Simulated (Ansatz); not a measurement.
Program: Ansatz. Geometries: PBE0-D4/def2-TZVP. ΔE: electronic, gas phase. CCSD(T)/CBS is the MP2 limit (def2-TZVPP, def2-QZVPP) plus CCSD(T) − MP2 in def2-TZVPP, frozen cores. DFT in def2-TZVPP. B3LYP here is the variant with VWN-RPA as its local correlation; programs differ in this. HSE06 is defined as in plane-wave codes. def2 core potentials past Kr. For Ge, In outer-core shells are correlated without core-valence functions, which leaves a few kJ/mol of doubt a bond. Scalar relativity is left out up to krypton.

Consider the germylene loss: `[Cl][In]([Cl])[GeH3]` → `[Cl][InH][Cl]` + `[GeH2]`.

```tsv
level	ΔE (kJ/mol)	difference from CCSD(T)/CBS
PBE-D4	237.1	-0.4
B3LYP-D4	222.5	-15.0
r2SCAN0-D4	250.8	13.3
CAM-B3LYP-D4	227.8	-9.7
ωB97X-V	235.3	-2.2
PBE-QIDH	253.2	15.7
BLYP	200.5	-37.0
r2SCAN	247.0	9.5
PBE0	238.5	1.0
r2SCANh	247.6	10.1
HSE06	238.7	1.2
BHLYP	220.7	-16.8
CAM-B3LYP	221.5	-16.0
HF/def2-TZVPP	201.6	-35.9
SCS-MP2/def2-TZVPP	239.0	1.5
CCSD/def2-TZVPP	231.6	-5.9
CCSD(T)/CBS	237.5	0
```

Largest T1 diagnostic among the species: 0.013.

In def2-TZVPP, CCSD(T) changes the Hartree–Fock value by +35.0 kJ/mol (the triples alone add +5.0 kJ/mol) and MP2 by +55.2 kJ/mol. From PBE to PBE0 (25 % exact exchange), in def2-TZVPP and without D4, ΔE moves by +7.6 kJ/mol. Leaving LDA and LC-ωPBE aside and taking each functional with its dispersion term where it has one, the values, not all of them listed here, spread over 40.8 kJ/mol, from BLYP-D4 to PBE-QIDH. LDA lies +37.9 kJ/mol from PBE without D4.
